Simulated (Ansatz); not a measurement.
Start from `CC1=CC(C)=[O+][B-](C)(O)O1` and change one element to get `CC1=CC(C)=[O+][Al-]([CH3])([OH])[O]1`.

Ansatz, PBE0-D4/def2-TZVP geometries, multiplicity 1. Each molecule was computed in one conformer, which needn't be the lowest.

```csv
property,`CC1=CC(C)=[O+][B-](C)(O)O1`
HOMO–LUMO gap (PBE0/def2-TZVPP) / eV,5.24
size of the dipole moment (ωB97M-V/def2-TZVPP) / D,5.80
HOMO energy (B3LYP/def2-TZVPP) / eV,-6.97
LUMO energy (PBE/def2-TZVPP) / eV,-2.79
LUMO energy (ωB97M-V/def2-TZVPP) / eV,0.19
LUMO energy (PBE0/def2-TZVPP) / eV,-1.91
```

(1) What does the change do to each property? (Estimate.)

Results:

(1) The calculation gave: 
```json
{"property": "HOMO–LUMO gap (PBE0/def2-TZVPP) / eV", "`CC1=CC(C)=[O+][Al-]([CH3])([OH])[O]1`": "5.31", "shift": "0.07"}
{"property": "size of the dipole moment (ωB97M-V/def2-TZVPP) / D", "`CC1=CC(C)=[O+][Al-]([CH3])([OH])[O]1`": "5.92", "shift": "0.12"}
{"property": "HOMO energy (B3LYP/def2-TZVPP) / eV", "`CC1=CC(C)=[O+][Al-]([CH3])([OH])[O]1`": "-7.06", "shift": "-0.09"}
{"property": "LUMO energy (PBE/def2-TZVPP) / eV", "`CC1=CC(C)=[O+][Al-]([CH3])([OH])[O]1`": "-2.81", "shift": "-0.02"}
{"property": "LUMO energy (ωB97M-V/def2-TZVPP) / eV", "`CC1=CC(C)=[O+][Al-]([CH3])([OH])[O]1`": "0.13", "shift": "-0.06"}
{"property": "LUMO energy (PBE0/def2-TZVPP) / eV", "`CC1=CC(C)=[O+][Al-]([CH3])([OH])[O]1`": "-1.95", "shift": "-0.04"}
```

Dipoles are sizes alone; their direction can turn.

Positive LUMOs are unbound, so they and the gaps depend on the basis.

B3LYP here is the variant with VWN-RPA as its local correlation; programs differ in this.
